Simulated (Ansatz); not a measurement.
GeS2. The state is a triplet with charge 0. Geometry PBE0-D4/def2-TZVPD, that of the charge -1 doublet; atoms count from 1.

```xyz
3

Ge    0.284    0.408   -0.301
S    -0.214    0.966    1.668
S    -0.071   -1.373   -1.367
```

At PBE0-D4/def2-TZVPD a singlet of charge 0 lies 0.74 eV below the triplet at the same geometry. The structure comes from a short search, and lower isomers may exist.

Problem. Estimate the Mulliken populations from the PBE0/def2-TZVPD orbitals of Ansatz.

Solution. 
| atom | charge (e) | spin (α − β) |
| --- | --- | --- |
| Ge1 | 0.53 | 0.27 |
| S2 | -0.27 | 0.86 |
| S3 | -0.27 | 0.86 |
Mulliken values and Mayer orders depend strongly on the basis. With diffuse functions, as here, like atoms can get unlike values, and bond orders can come out too low or too high.

Problem. Where does the spin sit?

Solution. Summed by element: Ge 0.27, S 1.73, of 2 unpaired in all. Largest on single atoms: S2 0.86, S3 0.86, Ge1 0.27.

Problem. And the Mayer bond orders between bonded heavy atoms (over 0.3)?

Solution. Ge1–S2 1.51 (2.11 Å); Ge1–S3 1.51 (2.11 Å). Values over 0.3 also appear between atoms too far apart for a bond (S2–S3 0.32 at 3.83 Å); they arise where an orbital or an unpaired electron spreads over both atoms.
